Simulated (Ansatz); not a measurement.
Input for Ansatz (a first-principles code): R-PBE/def2-TZVPPD on ClH5OSi (a complex), monomers drawn apart or pushed together. Files ending in .json are basis or fitting sets from the Basis Set Exchange.

Ansatz 0.2 input:
```yaml
crystal:
  periodic: [false, false, false]
  atoms:
    - {symbol: O, position_ang: [0.09649005, -0.38124144, 0.07613971]}
    - {symbol: H, position_ang: [0.78542324, -0.95395377, -0.27665189]}
    - {symbol: H, position_ang: [0.56608962, 0.32634946, 0.53390192]}
    - {symbol: Si, position_ang: [-0.35637809, -0.73678701, 5.77803791]}
    - {symbol: Cl, position_ang: [1.02691694, 0.81898508, 5.69787981]}
    - {symbol: H, position_ang: [-0.61901472, -0.98021965, 7.21142486]}
    - {symbol: H, position_ang: [0.24554538, -1.93281001, 5.16500462]}
    - {symbol: H, position_ang: [-1.58662907, -0.31376984, 5.09186349]}
basis:
  gaussian:
    orbitals: def2-TZVPPD.json
hamiltonian:
  xc: {name: PBE}
scf: {lower_state_search: off}
```

**Question.** Give the final energy of this run.

**Answer.** -827.5933 hartree.
